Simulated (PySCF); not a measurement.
fluoro(fluorosilyloxy)silane (F2H4OSi2), SMILES [SiH2](O[SiH2]F)F.

Coordinates come from a PBE0-D3(BJ)/def2-SVP optimisation. Other conformers were not sampled.

Level of theory: PBE0-D3(BJ)/def2-SVP run with PySCF.

Frequencies are harmonic and unscaled.

Computed harmonic wavenumbers and intensities:
```
mode  ν (cm⁻¹)  IR (km/mol)  moving atoms (share of kinetic energy)
----  --------  -----------  --------------------------------------
1           26          0.8                  F 75 %, H 11 %, Si 8 %
2           41          5.2         O 36 %, Si 22 %, H 21 %, F 20 %
3           60          1.6         F 44 %, Si 26 %, H 16 %, O 14 %
4          307         37.0                 F 39 %, O 31 %, Si 24 %
5          347          4.1                 O 46 %, F 30 %, Si 17 %
6          604          1.4                 Si 71 %, H 16 %, O 10 %
7          708        144.1                         H 70 %, Si 19 %
8          711         87.4                         H 69 %, Si 20 %
9          734          2.7                                  H 94 %
10         739          0.7                                  H 95 %
11         877         56.9                 F 52 %, H 29 %, Si 19 %
12         881         13.9                 F 49 %, H 33 %, Si 18 %
13         935        546.4                         H 76 %, Si 18 %
14         980        168.0                         H 79 %, Si 16 %
15         982        102.5                         H 87 %, Si 11 %
16        1001        197.4                  H 60 %, Si 29 %, F 9 %
17        1134        502.4                         O 77 %, Si 18 %
18        2293        163.8                                  H 98 %
19        2296          8.5                                  H 97 %
20        2305        156.8                                  H 96 %
21        2306        130.0                                  H 96 %
```
